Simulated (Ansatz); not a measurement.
Two isomers of CH6FNSi: A = `FCN[SiH3]`, B = `N[SiH2]CF`.

Program: Ansatz. Geometries: PBE0-D4/def2-TZVP. ΔE: electronic, gas phase. CCSD(T)/CBS adds triple-zeta CCSD(T) − MP2 to the extrapolated MP2 energy (def2 sets, frozen cores). Functionals use def2-TZVPP. B3LYP here is the variant with VWN-RPA as its local correlation; programs differ in this. One conformer a species, not always the lowest.

Problem. Which is lower in electronic energy at CCSD(T)/CBS, and by how much? (Estimate.)

Solution. Ansatz gave: B, by 4.0 kcal/mol.

Problem. Give E(B) − E(A) in kcal/mol with B3LYP-D4, B3LYP, CCSD/def2-TZVPP, PBE-D4, LDA (SPW92), CCSD(T)/def2-TZVPP, BLYP-D4. (Best estimate.)

Solution. Computed: B3LYP-D4 -3.3, B3LYP -3.3, CCSD/def2-TZVPP -3.1, PBE-D4 -3.3, LDA (SPW92) -1.7, CCSD(T)/def2-TZVPP -3.0, BLYP-D4 -3.3. None reverses the order clearly.

Problem. Does the order hold for the free energy at 298.15 K (harmonic terms from PBE0-D4)? (Best estimate.)

Solution. Computed: Yes: G(B) − G(A) = -4.3 kcal/mol, for one conformer each.

Largest T1 diagnostic: 0.011.

At CCSD(T), def2-SVP lies +5.9 kcal/mol from the extrapolated value and def2-TZVPP +1.0 kcal/mol. In def2-TZVPP, CCSD(T) changes the Hartree–Fock value by −0.8 kcal/mol (the triples alone add +0.1 kcal/mol) and MP2 by −1.0 kcal/mol.
